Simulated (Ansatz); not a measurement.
Reaction (SMILES): [BH2] (BH2) → B atom + 2 H atom
B3LYP-D3(BJ)/def2-TZVP geometries, fixed; electronic energies without zero-point terms.

Energies in hartree at PBE with Ansatz (a program for electronic structure); the atomisation energy is their sum with the coefficients shown, times 627.509 kcal/mol a hartree. All functions are spherical. Open shells are unrestricted. No added dispersion term, no relativity.

| species | coefficient | part | cc-pVDZ | cc-pVTZ | cc-pVQZ |
|---|---|---|---|---|---|
| [BH2] (BH2) | -1 | PBE | -25.87268 | -25.88268 | -25.88471 |
| B atom | +1 | PBE | -24.60721 | -24.60986 | -24.61106 |
| H atom | +2 | PBE | -0.49863 | -0.49962 | -0.49985 |

Q: Predict the atomisation energy in cc-pV5Z (X = 5): let each PBE step shrink by the ratio of the last two. Compare with the run.

A: 
- [BH2] (BH2): steps -0.01000 and -0.00203, ratio 0.203, so PBE -25.88512 (run: -25.88562).
- B atom: steps -0.00265 and -0.00120, ratio 0.453, so PBE -24.61160 (run: -24.61196).
- H atom: steps -0.00099 and -0.00023, ratio 0.232, so PBE -0.49990 (run: -0.49997).
Predicted 171.76 kcal/mol; the run in cc-pV5Z gives 171.76, a miss of 0.00. Keeping the value in cc-pVQZ, 171.91, would miss by 0.14. All sums are of the energies as printed.
